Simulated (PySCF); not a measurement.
**Does the structure fit the spectrum?**

A compound C6H12Si gives the data below (simulated from a calculation) and was assigned the structure `C=C1CC[Si]1(C)C`.

13C{1H} NMR (computed): δ 111.1 (C), 89.0 (C), 5.8 (CH3), 1.0 (CH3, 3C).

1H NMR (400 MHz, computed): δ 2.02 (s, 3H), 0.12 (s, 9H).

No solvent, one conformer, averaged over atoms made equivalent by symmetry, fast rotation or ring inversion, no relativistic terms. Structure optimised with GFN2-xTB; σ from GIAO-PBE0/pcSseg-1; PySCF 2.14.0 with density-fitted response routines.

References, each an isolated molecule treated in the same way: 1H and 13C vs TMS.

Question: Compare with the shifts computed for the proposed structure, pairing carbons in order of shift.

Answer: Atom-mapped SMILES (the numbers label the heavy atoms): `[CH2:1]=[C:2]1[CH2:3][CH2:4][Si:5]1([CH3:6])[CH3:7]` (H(Xn): hydrogen on atom n).

```tsv
atom	computed for proposal	given list	difference
C2	169.3	111.1	+58.2
C1	131.5	89.0	+42.5
C3	32.0	5.8	+26.2
C4	12.4	1.0	+11.4
C6	0.5	1.0	-0.5
C7	0.5	1.0	-0.5
```

The rms difference is 31.7 ppm and the largest +58.2 ppm at C2 (fully substituted alkene carbon). The proposal also would give 5 carbon signals, not 4. The carbon types in order of shift don't match either: C, CH2, CH2, CH2, CH3, CH3 for the proposal against C, C, CH3, CH3, CH3, CH3 in the data. The proposal doesn't fit.

Question: Which isomer fits?

Answer: 1-(trimethylsilyl)propyne (C(#CC)[Si](C)(C)C).

Carbon types of the structure: 2 × C, 4 × CH3, which accounts for all hydrogens. δC 111.1, 89.0: alkyne carbon. δC 5.8: propargylic methyl carbon; saturated and bonded to C and H only. δC 1.0: methyl carbon bonded to Si; an electropositive neighbour leaves it electron-rich and shielded. δH 0.12: hydrogen on a methyl carbon bonded to Si; an electropositive neighbour shields it, as in TMS itself.

The shifts were computed for this structure.

Shifts are as computed. Against solution values, carbons near 30 ppm lie about +3 ppm off and those near 130 ppm about +5 ppm (rms about the fit 2.1 ppm; single classes can miss by 10 ppm). Of 1328 compounds with measured shifts, 309 miss one by over three times the rms of a fit or turn the order of signals round; such compounds aren't used in these exercises. Signals without a measured value on file couldn't be tested in this way; 1H shifts scatter by 0.2 ppm about their fit, and single ones miss by 0.5 ppm. Multiplicities follow the n + 1 count of equivalent neighbours, as no J values were calculated; m marks all less simple cases, F and P coupling included.
